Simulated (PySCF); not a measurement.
A structure optimised at ωB97X-D3(BJ)/def2-SVP, used in a PySCF frequency run:

```
C
C 1 1.3360
F 1 1.3647 2 119.21
H 2 1.0955 1 116.40 3 -179.83
C 2 1.5008 4 118.39 1 179.94
H 5 1.0984 2 110.97 4 179.77
H 5 1.1026 6 108.58 2 122.02
H 5 1.1026 6 108.55 7 116.03
Si 1 1.8841 2 127.73 4 -0.49
H 9 1.4924 1 107.16 2 -1.89
H 9 1.4929 10 109.08 1 -117.84
C 9 1.8759 10 112.12 11 -122.10
H 12 1.1013 9 110.74 10 -54.99
H 12 1.1013 13 108.45 9 -122.68
H 12 1.1016 13 108.08 14 -117.19
```
Charge 0, spin multiplicity 1.

Q: Write its SMILES and formula.

A: C/C=C(\F)[SiH2]C, C₄H₉FSi

Q: What are its rotational constants (standard atomic weights)?

A: 5.6941, 1.4552, 1.3077 GHz
